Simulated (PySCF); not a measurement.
Calculation: M06-2X/def2-TZVP (PySCF 2.14.0). Gas-phase values, no solvent. One relaxed conformer stands for a flexible species; it need not be the lowest. 

Reference species (SMILES): `B` (neutral, multiplicity 1).

| Property | Result |
|---|---|
| LUMO | -1.00 eV |

Changed species: `BB` (X = boryl; the reference has X = H).

### Question
Predict the effect on the LUMO.

### Answer
the LUMO rises by 0.29 eV, to -0.71 eV.
